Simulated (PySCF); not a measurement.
Interval between two levels of Re⁺ by level of theory

Re⁺ [Xe] 4f14 5d5 6s1 [7S3, M_J = 3] → Re⁺ [Xe] 4f14 5d6 [5D4, M_J = 4], as a difference of total energies. Calculation: PySCF 2.14, in x2c-SVPall-2c with one added diffuse shell each of s, d type (8s9p10d2f, 99 functions); the two-component X2C-1e Hamiltonian. "Screened" scales the spin-orbit matrix elements by Boettger's factors to mimic the two-electron term; Breit and QED terms are absent.

| method | interval between two levels (cm⁻¹) | error (cm⁻¹) |
| --- | --- | --- |
| GHF (spin-free) | 26894 | +12011 |
| GHF (screened spin-orbit) | 24491 | +9608 |

Reference: 14883 cm⁻¹ (measured; NIST Handbook of Basic Atomic Spectroscopic Data (Sansonetti and Martin, J. Phys. Chem. Ref. Data 34, 1559 (2005))).

The spin-free rows relax to the high-spin LS determinant and lack the spin-orbit shift.

Errors of the correlated levels include the incompleteness of this basis and the frozen core.

The labels give the starting determinants; with spin-orbit coupling the two ends relaxed to ⟨J²⟩ = 12.00, ⟨L²⟩ = 0.21, ⟨S²⟩ = 11.81 and ⟨J²⟩ = 20.51, ⟨L²⟩ = 7.04, ⟨S²⟩ = 5.87.

The determinant of the upper state mixes levels of different J (the jj label is only the starting occupation), so the difference between spin-free and spin-orbit rows is not the physical spin-orbit shift.
